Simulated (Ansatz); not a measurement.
Ansatz (a first-principles code) input for C2H8CdOSi, SMILES C[CH2][Cd][O][SiH3], PBE0-D3(BJ)/def2-SVP. 

Ansatz 0.2 input:
```yaml
crystal:
  periodic: [false, false, false]
  atoms:
    - {symbol: Cd, position_ang: [0.08617541, -0.40063573, 0.20539965]}
    - {symbol: C, position_ang: [-0.89268371, -1.56167206, 1.67484352]}
    - {symbol: C, position_ang: [-2.03911305, -0.84865400, 2.39669661]}
    - {symbol: H, position_ang: [-0.10472395, -1.88425718, 2.38650907]}
    - {symbol: H, position_ang: [-1.24756859, -2.47638051, 1.15665480]}
    - {symbol: H, position_ang: [-2.84522101, -0.53497933, 1.70249649]}
    - {symbol: H, position_ang: [-1.69958137, 0.05979447, 2.93478796]}
    - {symbol: H, position_ang: [-2.50744250, -1.51553524, 3.15375399]}
    - {symbol: O, position_ang: [1.10163593, 0.62550311, -1.17429009]}
    - {symbol: Si, position_ang: [0.78452351, 1.98054623, -2.07642612]}
    - {symbol: H, position_ang: [-0.43270076, 1.82377242, -2.96490446]}
    - {symbol: H, position_ang: [1.96233490, 2.28042741, -2.96894266]}
    - {symbol: H, position_ang: [0.53284722, 3.20795704, -1.22449257]}
basis:
  gaussian:
    orbitals: def2-SVP
hamiltonian:
  xc: pbe0
  dispersion: d3bj
relax: {f_tol: 0.002, max_steps: 200}
```

It prints:

```
WARN ansatz: RAYON_NUM_THREADS=1 ignored (pool sized by the plan → 1); use --threads N
Functional definition: PBE0
integrals: 0.10 GiB planned
1424 factors; integrals over basis functions are off by at most 3.4e-4 eV
mean field: 0.66 GiB planned
mean field evaluation 1: about -16668.4866 eV, gradient 7.2e1 eV
mean field evaluation 2: about -16636.0812 eV, gradient 1.4e2 eV
mean field evaluation 4: about -16679.6224 eV, gradient 9.3e0 eV
mean field evaluation 8: about -16679.8926 eV, gradient 6.7e-1 eV
mean field evaluation 16: about -16679.8939 eV, gradient 2.7e-5 eV
mean field -16679.89393661 eV, -612.9747961323 hartree, gradient 2.8e-5 eV, S^2 0.000000; 0 other end points of the search recorded, 0 dependent functions left out
the calculation of the forces begins
reference -16679.89397560 eV, -612.9747975650 hartree; 31, 31 occupied and 100, 100 virtual orbitals, 1424 factors
relax step   1: F+E_penalty+E_count = -16680.12242731 eV  Δ(F+E_penalty+E_count) = +0.000e0 eV  max|allowed force component| = 4.121e-1 eV/Å  Δτ_max = 0.0000 Å  (29 SCF iters, accepted)
these checks for a lower state are left out or cut short: starts, cluster_reference, orbital_swaps, neighbouring_geometries, increment
integrals: 0.10 GiB planned
1424 factors; integrals over basis functions are off by at most 3.4e-4 eV
mean field: 0.66 GiB planned
mean field -16679.91139098 eV, -612.9754375684 hartree, gradient 1.7e-5 eV, S^2 0.000000; 0 other end points of the search recorded, 0 dependent functions left out
the calculation of the forces begins
reference -16679.91142985 eV, -612.9754389970 hartree; 31, 31 occupied and 100, 100 virtual orbitals, 1424 factors
relax step   2: F+E_penalty+E_count = -16680.14054259 eV  Δ(F+E_penalty+E_count) = -1.812e-2 eV  max|allowed force component| = 2.735e-1 eV/Å  Δτ_max = 0.0163 Å  (33 SCF iters, accepted)
these checks for a lower state are left out or cut short: starts, cluster_reference, orbital_swaps, neighbouring_geometries, increment
integrals: 0.10 GiB planned
1424 factors; integrals over basis functions are off by at most 3.4e-4 eV
mean field: 0.66 GiB planned
mean field evaluation 32: about -16679.9144 eV, gradient 1.7e-5 eV
mean field -16679.91440242 eV, -612.9755482367 hartree, gradient 1.7e-5 eV, S^2 0.000000; 0 other end points of the search recorded, 0 dependent functions left out
the calculation of the forces begins
reference -16679.91444128 eV, -612.9755496650 hartree; 31, 31 occupied and 100, 100 virtual orbitals, 1424 factors
relax step   3: F+E_penalty+E_count = -16680.14384322 eV  Δ(F+E_penalty+E_count) = -3.301e-3 eV  max|allowed force component| = 4.971e-2 eV/Å  Δτ_max = 0.0160 Å  (33 SCF iters, accepted)
these checks for a lower state are left out or cut short: starts, cluster_reference, orbital_swaps, neighbouring_geometries, increment
integrals: 0.10 GiB planned
1424 factors; integrals over basis functions are off by at most 3.4e-4 eV
mean field: 0.66 GiB planned
mean field -16679.91506957 eV, -612.9755727542 hartree, gradient 1.2e-5 eV, S^2 0.000000; 0 other end points of the search recorded, 0 dependent functions left out
the calculation of the forces begins
reference -16679.91510844 eV, -612.9755741828 hartree; 31, 31 occupied and 100, 100 virtual orbitals, 1424 factors
relax step   4: F+E_penalty+E_count = -16680.14436514 eV  Δ(F+E_penalty+E_count) = -5.219e-4 eV  max|allowed force component| = 5.253e-2 eV/Å  Δτ_max = 0.0110 Å  (25 SCF iters, accepted)
these checks for a lower state are left out or cut short: starts, cluster_reference, orbital_swaps, neighbouring_geometries, increment
integrals: 0.10 GiB planned
1424 factors; integrals over basis functions are off by at most 3.4e-4 eV
mean field: 0.66 GiB planned
mean field -16679.91673945 eV, -612.9756341212 hartree, gradient 1.7e-5 eV, S^2 0.000000; 0 other end points of the search recorded, 0 dependent functions left out
the calculation of the forces begins
reference -16679.91677838 eV, -612.9756355516 hartree; 31, 31 occupied and 100, 100 virtual orbitals, 1424 factors
relax step   5: F+E_penalty+E_count = -16680.14550919 eV  Δ(F+E_penalty+E_count) = -1.144e-3 eV  max|allowed force component| = 3.126e-2 eV/Å  Δτ_max = 0.0431 Å  (32 SCF iters, accepted)
these checks for a lower state are left out or cut short: starts, cluster_reference, orbital_swaps, neighbouring_geometries, increment
integrals: 0.10 GiB planned
1424 factors; integrals over basis functions are off by at most 3.4e-4 eV
mean field: 0.66 GiB planned
mean field -16679.91763711 eV, -612.9756671096 hartree, gradient 1.7e-5 eV, S^2 0.000000; 0 other end points of the search recorded, 0 dependent functions left out
the calculation of the forces begins
reference -16679.91767609 eV, -612.9756685421 hartree; 31, 31 occupied and 100, 100 virtual orbitals, 1424 factors
relax step   6: F+E_penalty+E_count = -16680.14588692 eV  Δ(F+E_penalty+E_count) = -3.777e-4 eV  max|allowed force component| = 2.677e-2 eV/Å  Δτ_max = 0.0356 Å  (32 SCF iters, accepted)
these checks for a lower state are left out or cut short: starts, cluster_reference, orbital_swaps, neighbouring_geometries, increment
integrals: 0.10 GiB planned
1424 factors; integrals over basis functions are off by at most 3.4e-4 eV
mean field: 0.66 GiB planned
mean field -16679.91804838 eV, -612.9756822236 hartree, gradient 1.7e-5 eV, S^2 0.000000; 0 other end points of the search recorded, 0 dependent functions left out
the calculation of the forces begins
reference -16679.91808739 eV, -612.9756836570 hartree; 31, 31 occupied and 100, 100 virtual orbitals, 1424 factors
relax step   7: F+E_penalty+E_count = -16680.14611636 eV  Δ(F+E_penalty+E_count) = -2.294e-4 eV  max|allowed force component| = 1.990e-2 eV/Å  Δτ_max = 0.0184 Å  (32 SCF iters, accepted)
these checks for a lower state are left out or cut short: starts, cluster_reference, orbital_swaps, neighbouring_geometries, increment
integrals: 0.10 GiB planned
1424 factors; integrals over basis functions are off by at most 3.5e-4 eV
mean field: 0.66 GiB planned
mean field evaluation 64: about -16679.9182 eV, gradient 1.7e-5 eV
mean field -16679.91821826 eV, -612.9756884666 hartree, gradient 1.7e-5 eV, S^2 0.000000; 0 other end points of the search recorded, 0 dependent functions left out
the calculation of the forces begins
reference -16679.91825728 eV, -612.9756899002 hartree; 31, 31 occupied and 100, 100 virtual orbitals, 1424 factors
relax step   8: F+E_penalty+E_count = -16680.14622979 eV  Δ(F+E_penalty+E_count) = -1.134e-4 eV  max|allowed force component| = 1.272e-2 eV/Å  Δτ_max = 0.0102 Å  (25 SCF iters, accepted)
these checks for a lower state are left out or cut short: starts, cluster_reference, orbital_swaps, neighbouring_geometries, increment
integrals: 0.10 GiB planned
1424 factors; integrals over basis functions are off by at most 3.5e-4 eV
mean field: 0.66 GiB planned
mean field -16679.91827643 eV, -612.9756906041 hartree, gradient 8.3e-5 eV, S^2 0.000000; 0 other end points of the search recorded, 0 dependent functions left out
the calculation of the forces begins
reference -16679.91831544 eV, -612.9756920378 hartree; 31, 31 occupied and 100, 100 virtual orbitals, 1424 factors
relax step   9: F+E_penalty+E_count = -16680.14625120 eV  Δ(F+E_penalty+E_count) = -2.141e-5 eV  max|allowed force component| = 4.146e-3 eV/Å  Δτ_max = 0.0043 Å  (21 SCF iters, accepted)
these checks for a lower state are left out or cut short: starts, cluster_reference, orbital_swaps, neighbouring_geometries, increment
integrals: 0.10 GiB planned
1424 factors; integrals over basis functions are off by at most 3.5e-4 eV
mean field: 0.66 GiB planned
mean field -16679.91829503 eV, -612.9756912875 hartree, gradient 2.8e-5 eV, S^2 0.000000; 0 other end points of the search recorded, 0 dependent functions left out
the calculation of the forces begins
reference -16679.91833404 eV, -612.9756927212 hartree; 31, 31 occupied and 100, 100 virtual orbitals, 1424 factors
relax step  10: F+E_penalty+E_count = -16680.14625336 eV  Δ(F+E_penalty+E_count) = -2.154e-6 eV  max|allowed force component| = 2.248e-3 eV/Å  Δτ_max = 0.0016 Å  (22 SCF iters, accepted)
these checks for a lower state are left out or cut short: starts, cluster_reference, orbital_swaps, neighbouring_geometries, increment
integrals: 0.10 GiB planned
1424 factors; integrals over basis functions are off by at most 3.5e-4 eV
mean field: 0.66 GiB planned
mean field -16679.91830233 eV, -612.9756915557 hartree, gradient 1.4e-5 eV, S^2 0.000000; 0 other end points of the search recorded, 0 dependent functions left out
the calculation of the forces begins
reference -16679.91834134 eV, -612.9756929895 hartree; 31, 31 occupied and 100, 100 virtual orbitals, 1424 factors
relax step  11: F+E_penalty+E_count = -16680.14625368 eV  Δ(F+E_penalty+E_count) = -3.231e-7 eV  max|allowed force component| = 6.399e-4 eV/Å  Δτ_max = 0.0007 Å  (21 SCF iters, accepted)
integrals: 0.10 GiB planned
1424 factors; integrals over basis functions are off by at most 3.5e-4 eV
mean field: 0.66 GiB planned
mean field evaluation 96: about -16679.9183 eV, gradient 7.7e-6 eV
mean field -16679.91830233 eV, -612.9756915557 hartree, gradient 1.4e-5 eV, S^2 0.000000; 1 other end points of the search recorded, 0 dependent functions left out
the calculation of the forces begins
reference -16679.91834134 eV, -612.9756929895 hartree; 31, 31 occupied and 100, 100 virtual orbitals, 1424 factors
Total energy: -16680.14629269 eV, -612.9840700472 hartree
Atom 0 at     0.039762    -0.377164     0.217039 Å, force     0.000283     0.000204    -0.000116 eV/Å
Atom 1 at    -0.895965    -1.560003     1.680970 Å, force    -0.000345     0.000640     0.000154 eV/Å
Atom 2 at    -2.041596    -0.881093     2.422667 Å, force     0.000382    -0.000628    -0.000198 eV/Å
Atom 3 at    -0.106183    -1.876938     2.380909 Å, force    -0.000068    -0.000073    -0.000039 eV/Å
Atom 4 at    -1.242655    -2.473375     1.171553 Å, force    -0.000226    -0.000300     0.000098 eV/Å
Atom 5 at    -2.855644    -0.577309     1.746184 Å, force     0.000111    -0.000077     0.000027 eV/Å
Atom 6 at    -1.714103     0.022216     2.960557 Å, force    -0.000035     0.000056    -0.000029 eV/Å
Atom 7 at    -2.485025    -1.557905     3.173453 Å, force     0.000040     0.000240    -0.000047 eV/Å
Atom 8 at     0.986534     0.683247    -1.154719 Å, force    -0.000282     0.000406    -0.000149 eV/Å
Atom 9 at     0.798669     2.001679    -2.104971 Å, force     0.000373    -0.000417     0.000226 eV/Å
Atom 10 at    -0.379158     1.879116    -3.032108 Å, force     0.000033     0.000005     0.000030 eV/Å
Atom 11 at     2.015374     2.215546    -2.951579 Å, force    -0.000214    -0.000024     0.000041 eV/Å
Atom 12 at     0.578471     3.257870    -1.307869 Å, force    -0.000053    -0.000032     0.000003 eV/Å
Dipole moment:    -0.299742    -0.403571     0.491830 e Å
```

Self-consistency was reached.

Cost: about 60 core-seconds (a rough figure).
